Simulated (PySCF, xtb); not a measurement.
C3H7BFN, SMILES NB(F)C(C)=C.

GFN2-xTB run with xtb at its own geometry gives an orbital gap of 4.46 eV and a dipole moment of 2.89 D.

Geometry optimised at B3LYP-D3(BJ)/def2-SVP. This is a generated structure with no PubChem entry under its InChIKey; it may be hypothetical. Other conformers were not sampled.

Task: What does B3LYP/def2-TZVP (PySCF) give? (The exact figures need the calculation; the answer reports its results.)

Result: gap 6.42 eV (levels -7.15 and -0.73 eV), dipole 2.28 D.
